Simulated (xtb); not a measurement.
Be(Me)(NH2) (CH5BeN), SMILES [CH3][Be][NH2]. All values are semi-empirical tight-binding results from xtb (GFN2-xTB unless named), good for trends rather than for accurate numbers. The structure is a stationary point at GFN2-xTB. Other conformers were not sampled.

The geometry has at least one imaginary mode, so it is a saddle point at that level.

For metal compounds this method's bond lengths and energies can be far off.

Q: Estimate the properties. (Estimate from the structure and the level; the computed values follow.)

A: 
* **point group as xtb finds it**: Cs
* **orbital gap**: 6.05 eV

Computed IR lines (harmonic; lines under 4 % of the strongest left out, lines within 3 cm⁻¹ merged):
ν (cm⁻¹): 435 (w), 562 (m), 580 (vs), 601 (s), 1177 (s), 1572 (m), 2987 (m), 2993 (m), 3020 (w), 3499 (w) (against the strongest line: vs over 80 %, s over 45 %, m over 15 %, w over 4 %, vw less). 1 imaginary mode(s) remain.
